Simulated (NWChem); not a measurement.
Molecule: CH₃ClMgO; SMILES [Mg]([Cl])[O]C

```xyz
7

Mg     0.0647    -0.3421    -0.0003
Cl     0.5132    -2.4961     0.0010
O     -0.2927     1.3783    -0.0013
C     -0.5761     2.7359    -0.0021
H     -1.1568     3.0300     0.8873
H      0.3439     3.3425    -0.0068
H     -1.1643     3.0274    -0.8874
```
Atoms are numbered in this order, from 1.

Program: NWChem. Coordinates come from a B3LYP/6-31G* (spherical d) optimisation. GIAO values for the isolated, static molecule; σ is the absolute isotropic shielding, δ = σ(reference) − σ with the isolated reference molecule computed at the same levels (13C: tetramethylsilane, 1H: tetramethylsilane, 17O: water).

Task: Predict the results for PBE/pcSseg-1. Quantities: σ Mg1 (ppm); σ Cl2 (ppm); δ O3 (ppm); δ C4 (ppm); δ H5 (ppm).

Result: 
| Item | Result |
|---|---|
| σ Mg1 (ppm) | 520.1 |
| σ Cl2 (ppm) | 1119.6 |
| δ O3 (ppm) | -37.1 |
| δ C4 (ppm) | 59.1 |
| δ H5 (ppm) | 4.21 |
